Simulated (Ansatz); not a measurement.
`ClB(Cl)B(Cl)Cl` + NH₃ → `NB(Cl)Cl` + `ClBCl` at 298.15 K and 1 bar (cleavage of the B–B bond).

Program: Ansatz. Geometries: PBE0-D4/def2-TZVP. ΔE: electronic, gas phase. CCSD(T)/CBS is the MP2 limit (def2-TZVPP, def2-QZVPP) plus CCSD(T) − MP2 in def2-TZVPP, frozen cores. This one scheme is used for every species. One conformer a species, not always the lowest.

```json
{"species": "`ClB(Cl)B(Cl)Cl`", "CCSD(T)/CBS energy (Eh)": "-1888.85539", "H − E (kJ/mol)": "56.4", "S (J/(mol·K))": "370.5"}
{"species": "NH₃", "CCSD(T)/CBS energy (Eh)": "-56.50880", "H − E (kJ/mol)": "100.5", "S (J/(mol·K))": "192.4"}
{"species": "`NB(Cl)Cl`", "CCSD(T)/CBS energy (Eh)": "-1000.39362", "H − E (kJ/mol)": "104.1", "S (J/(mol·K))": "294.0"}
{"species": "`ClBCl`", "CCSD(T)/CBS energy (Eh)": "-945.02167", "H − E (kJ/mol)": "50.8", "S (J/(mol·K))": "268.0"}
```

H − E and S are ideal-gas, rigid-rotor, harmonic terms from PBE0-D4/def2-TZVP, for one conformer and one mirror image of each species. 1 Eh = 2625.50 kJ/mol, R = 8.31446 J/(mol·K).

**Question.** By hand: ΔE, ΔH, ΔS and ΔG.

**Answer.** ΔE = (-1000.39362) + (-945.02167) − (-1888.85539) − (-56.50880) = -0.05110 Eh = -134.2 kJ/mol. Δ(H − E) = 104.1 + 50.8 − 56.4 − 100.5 = -2.0, so ΔH = -136.2 kJ/mol. ΔS = 294.0 + 268.0 − 370.5 − 192.4 = -0.9 J/(mol·K). ΔG = -136.2 − 298.15 × (-0.9)/1000 = -135.9 kJ/mol.

**Question.** By hand: the equilibrium constant, and the temperature at which ΔG would vanish if ΔH and ΔS stayed fixed.

**Answer.** log₁₀ K = −ΔG/(RT ln 10) = 23.8. ΔG = 0 at ΔH/ΔS = 151333 K, far beyond where these terms or the molecules hold.

The number of gas molecules stays the same, so ΔS is small and ΔH decides. A doubt of 5 kJ/mol in ΔE shifts log₁₀ K by 0.9 here. Other conformers and mirror images would add mixing entropy, several J/(mol·K) or more a flexible species. Modes under 60 cm⁻¹, often nearly free rotors, make the harmonic entropy too high. These are equilibria of isolated gas molecules and say nothing of rates. Largest T1 diagnostic: 0.013 (customary marks: 0.02 for closed shells, 0.045 for open ones).
